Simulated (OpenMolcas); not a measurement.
## OpenMolcas run: Pt3+

Pt3+ among 6 point charges of -1.5 e arranged as a tetragonal octahedron (D4h), 2.1 Å from the ion, with the axial distance 2.562 Å. With inversion symmetry the input lists one of each pair of outer charges.

Input:

```
&GATEWAY
Coord
1

Pt 0.0 0.0 0.0
Basis=ANO-RCC-VDZP
Group=XYZ
NoMove
AngMom=0.0 0.0 0.0
AMFI
XField
3 Angstrom 0
2.100000 0.000000 0.000000 -1.500000
0.000000 2.100000 0.000000 -1.500000
0.000000 0.000000 2.562000 -1.500000
&SEWARD
&RASSCF
FileOrb=start.orb
Symmetry=1
Spin=4
nActEl=7 0 0
Inactive=15 19
Ras2=5 0
CIRoot=10 10 1
SDav=10
CIMx=300
Iter=120 100
PrWF=0.3
OrbListing=Nothing
MaxOrb=0
>>> COPY $Project.JobIph JOB001
&RASSCF
FileOrb=start.orb
Symmetry=1
Spin=2
nActEl=7 0 0
Inactive=15 19
Ras2=5 0
CIRoot=40 40 1
SDav=40
CIMx=300
Iter=120 100
PrWF=0.3
OrbListing=Nothing
MaxOrb=0
>>> COPY $Project.JobIph JOB002
&RASSI
NrOfJobIphs=2 10 40
1 2 3 4 5 6 7 8 9 10
1 2 3 4 5 6 7 8 9 10 11 12 13 14 15 16 17 18 19 20 21 22 23 24 25 26 27
28 29 30 31 32 33 34 35 36 37 38 39 40
IphNames
JOB001
JOB002
EJob
SpinOrbit
DIPRint=1.0
SOCoupling=1000.0
Subsets=2
Property=9
'ANGMOM' 1 'ANGMOM' 2 'ANGMOM' 3 'MLTPL  1' 1 'MLTPL  1' 2 'MLTPL  1' 3
'AMFI' 1 'AMFI' 2 'AMFI' 3
SOProperty=3
'ANGMOM' 1 'ANGMOM' 2 'ANGMOM' 3
```

Launched by
```bash
OMP_NUM_THREADS=1 MOLCAS_MEM=1689 MOLCAS_PROJECT=a pymolcas a.inp > a.log  # once for each step of the input, in one work folder
```

A driver script runs the steps one by one and writes start.orb anew before each from the orbitals found so far.

Output, cut to the results:

```
--- SEWARD ---
Basis set label: PT.ANO-RCC...7S6P4D2F.

      Electronic valence basis set:
      ------------------
      Associated Effective Charge  78.000000 au
      Associated Actual Charge     78.000000 au
      Nuclear Model: Point charge

      Shell  nPrim  nBasis  Cartesian Spherical Contaminant
         s      24       7        X
         p      21       6        X
         d      15       4                 X
         f      11       2                 X
                  Relativistic Douglas-Kroll-Hess integrals:
                    - DKH order of Hamiltonian: 2
                    - DKH order of Properties : 0
                  Atomic mean-field integrals
--- RASSCF ---
Wave function specifications:
      -----------------------------

      Number of closed shell electrons          68
      Number of electrons in active shells       7
      Max number of holes in RAS1 space          0
      Max nr of electrons in RAS3 space          0
      Number of inactive orbitals               34
      Number of active orbitals                  5
      Number of secondary orbitals              20
      Spin quantum number                      1.5
      State symmetry                             1
Orbital specifications:
      -----------------------

      Symmetry species                           1   2
                                                ag  au
      Frozen orbitals                            0   0
      Inactive orbitals                         15  19
      Active orbitals                            5   0
      RAS1 orbitals                              0   0
      RAS2 orbitals                              5   0
      RAS3 orbitals                              0   0
      Secondary orbitals                         7  13
      Deleted orbitals                           0   0
      Number of basis functions                 27  32
      Number of CSFs                            10
      Number of root(s) required                10
      Iter CI   SX   CI       RASSCF       Energy    max ROT     max BLB   max BLB  Level Ln srch  Step   QN
          iter iter root      energy       change     param      element    value   shift minimum  type update
 Nr of preliminary CI iterations:   1
      Total energies have been shifted. Add               -18000.00 au
        1   1    6    0  -400.08152988    0.00E+00   1.61E-01*  20  27 1  4.26E-01*  0.00   0.00    SX    NO
        2   1    6    0  -400.28626510   -2.05E-01*  3.91E-02   19  25 2  1.67E-01*  0.06   0.00    SX    NO
        3   1    6    0  -400.30667680   -2.04E-02*  2.37E-02   13  29 2  6.75E-02*  0.00   0.00    SX    NO
        4   1    6    0  -400.31173576   -5.06E-03*  1.40E-02   19  25 2  4.03E-02*  0.02   0.00    SX    NO
        5   1    6    0  -400.31338449   -1.65E-03*  5.05E-03   18  24 2 -2.26E-02*  0.00   0.64    QN   YES
        6   1    5    0  -400.31418693   -8.02E-04* -1.49E-03   18  21 1 -1.08E-03*  0.01   1.02    QN   YES
        7   1    4    0  -400.31419067   -3.75E-06* -7.70E-04   18  21 1 -4.41E-04*  0.01   1.52    LS   YES
        8   1    4    0  -400.31419117   -4.95E-07*  2.26E-04   10  26 2 -3.42E-04*  0.01   1.00    QN   YES
        9   1    4    0  -400.31419134   -1.69E-07*  2.63E-05   16  32 2 -3.26E-05   0.01   1.12    QN   YES
       10   1    2    0  -400.31419134   -1.97E-09   4.58E-07   17  24 1  9.82E-07   0.01   1.00    QN   YES
      Convergence after 10 iterations
       11   1    2    0  -400.31419134    0.00E+00   4.58E-07   20  27 1 -1.86E-07   0.01   1.00    QN   YES
      Natural orbitals and occupation numbers for root  1
      sym 1:   1.050697   1.949303   1.000000   1.949303   1.050697
      Natural orbitals and occupation numbers for root  2
      sym 1:   1.803147   1.803147   1.196853   1.196853   1.000000
      Natural orbitals and occupation numbers for root  3
      sym 1:   1.803147   1.196853   1.196853   1.803147   1.000000
::    RASSCF root number  1 Total energy: -18400.35569854
::    RASSCF root number  2 Total energy: -18400.34753873
::    RASSCF root number  3 Total energy: -18400.34753873
::    RASSCF root number  4 Total energy: -18400.33441169
::    RASSCF root number  5 Total energy: -18400.32637021
::    RASSCF root number  6 Total energy: -18400.32637021
::    RASSCF root number  7 Total energy: -18400.30310907
::    RASSCF root number  8 Total energy: -18400.27782464
::    RASSCF root number  9 Total energy: -18400.27782464
...
--- RASSI ---
SPIN-FREE ENERGIES:
  (Shifted by EMIN (a.u.) =     -18400.3556985410)

 SF State       Relative EMIN(au)   Rel lowest level(eV)    D:o, cm**(-1)      L_eff

     1             0.0000000000        0.0000000000              0.0000         2.9
     2             0.0081598094        0.2220397263           1790.8712         3.0
     3             0.0081598094        0.2220397263           1790.8712         3.0
     4             0.0212868499        0.5792446947           4671.9235         3.0
     5             0.0293283266        0.7980644236           6436.8237         2.9
     6             0.0293283266        0.7980644236           6436.8237         2.9
    11             0.0468781524        1.2756195102          10288.5652         4.0
     7             0.0525894686        1.4310323424          11542.0542         3.0
    12             0.0664312186        1.8076855471          14579.9672         4.3
    13             0.0671354207        1.8268478644          14734.5217         4.0
    14             0.0671354207        1.8268478644          14734.5217         4.0
    15             0.0768486328        2.0911578296          16866.3254         4.0
     8             0.0778739026        2.1190568427          17091.3461         1.3
     9             0.0778739026        2.1190568427          17091.3461         1.3
    16             0.0797383019        2.1697897311          17500.5344         4.0
    17             0.0832766584        2.2660733161          18277.1139         4.3
    18             0.0832766584        2.2660733161          18277.1139         4.3
    19             0.0854402033        2.3249463731          18751.9571         2.1
    20             0.0898787998        2.4457267365          19726.1165         4.2
    21             0.0898787998        2.4457267365          19726.1165         4.2
    22             0.0920480136        2.5047540516          20202.2039         4.0
...
```

Spin-orbit levels above the lowest (labels of D4, the rotations of D4h):

| E (cm-1) | Degeneracy | Label | 2S+1 | g |
| --- | --- | --- | --- | --- |
| 0.0 | 2 | E1/2 | 4 (88 %) | 1.39 6.36 6.36 |
| 974.9 | 2 | E3/2 | 4 (88 %) | 2.84 3.80 3.80 |
| 2290 | 2 | E1/2 | 4 (80 %) | 0.95 0.95 10.64 |
| 3106 | 2 | E3/2 | 4 (82 %) | 3.23 3.23 4.89 |
| 3510 | 2 | E1/2 | 4 (78 %) | 1.04 1.04 7.44 |
| 9994 | 2 | E3/2 | 4 (76 %) | 0.18 0.18 4.52 |
| 11646 | 2 | E1/2 | 4 (65 %) | 0.61 0.61 2.11 |
| 12044 | 2 | E3/2 | 4 (84 %) | 1.59 1.59 3.54 |
| 12050 | 2 | E1/2 | 4 (85 %) | 2.19 3.83 3.83 |
| 14170 | 2 | E1/2 | 4 (88 %) | 1.14 1.14 4.14 |
| 14716 | 2 | E3/2 | 4 (80 %) | 0.62 2.45 2.45 |
| 15316 | 2 | E3/2 | 4 (77 %) | 2.06 2.06 2.26 |
| 17480 | 2 | E1/2 | 4 (51 %) | 0.04 0.04 0.21 |
| 17885 | 2 | E3/2 | 4 (67 %) | 0.51 1.93 1.93 |
| 18716 | 2 | E1/2 | 2 (56 %) | 2.08 2.08 3.48 |
| 20031 | 2 | E1/2 | 2 (53 %) | 0.42 0.42 3.54 |
| 21490 | 2 | E3/2 | 2 (66 %) | 2.29 3.32 3.32 |
| 21625 | 2 | E1/2 | 2 (59 %) | 2.26 2.26 2.92 |
| 21863 | 2 | E3/2 | 4 (75 %) | 2.38 2.38 3.68 |
| 23484 | 2 | E3/2 | 4 (69 %) | 0.52 1.37 1.37 |

Spin-orbit coupling mixes the spin-free states strongly: the lowest level takes only 52 % from its leading state, 4A2. Without dynamic correlation the repulsion within the d shell is too large (B by tens of per cent), so at a given field states of lower spin stand too high. This shell can be high or low spin here, a state of another spin lies low, and with metal d orbitals alone active their balance is uncertain, so the ground spin may be wrong. Point charges give a weaker field than real ligands, and real ions of this kind are as a rule low spin; the high spin found here belongs to the model. This is an electrostatic model: the charges have no orbitals. No measured value stands beside these numbers.

The RASSCF and RASSI steps took 9.3 s on 1 thread of Arm Neoverse V2, on a shared host; the integral step is not counted.
